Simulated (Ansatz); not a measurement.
Born–Oppenheimer molecular dynamics of C₂H₇F₂NOSi (14 atoms, charge 0, multiplicity 1). It goes on from the last frame of an earlier run, with new velocities.

Computed with Ansatz 0.2.0, RKS PBE0-D4/6-31G.

```json
{"ensemble": "NVT, Nosé–Hoover chain", "time step": "0.5 fs", "steps asked": "250", "set temperature": "200 K", "thermostat": "time constant 20 fs, chain length 5", "seed": "315060"}
```

First frame:

```xyz
14
Properties=species:S:1:pos:R:3
Si -0.202 -0.104 0.037
O -0.124 -0.288 1.684
H 0.174 0.305 2.344
F 1.330 0.081 -0.562
F -0.780 1.432 -0.325
N -0.990 -1.470 -0.611
C -1.509 -2.557 0.217
H -1.483 -2.290 1.241
H -2.557 -2.743 -0.019
H -0.916 -3.491 0.130
C -0.971 -1.782 -2.031
H -1.942 -1.557 -2.551
H -0.173 -1.276 -2.561
H -0.808 -2.828 -2.204
```

**Question.** How far do the bonds stretch over the last three quarters of this one trajectory? (Pairs bonded in most of those frames.)

**Answer.** 
```tsv
bond	mean (Å)	spread (Å)	shortest	longest
Si1–O2	1.677	0.032	1.62	1.74
Si1–F4	1.675	0.026	1.62	1.72
Si1–F5	1.680	0.022	1.64	1.72
Si1–N6	1.711	0.017	1.68	1.74
O2–H3	0.967	0.026	0.92	1.01
N6–C7	1.463	0.021	1.43	1.50
N6–C11	1.459	0.022	1.42	1.50
C7–H8	1.093	0.026	1.05	1.13
C7–H9	1.101	0.015	1.08	1.12
C7–H10	1.098	0.016	1.07	1.13
C11–H12	1.103	0.037	1.04	1.17
C11–H13	1.096	0.018	1.07	1.13
C11–H14	1.102	0.031	1.05	1.15
```

Mean temperature of the second half: 195 K. The conserved energy stayed within 0.19 meV per atom of its start (net change -0.035 meV per atom), so the integration is sound. A run of 0.12 ps of so small a system gives no equilibrium averages. Limits of this set-up: no polarisation functions.

Run time: 12 min on 2 threads of Arm Neoverse V2, on a shared host, peak memory 0.2 GiB.
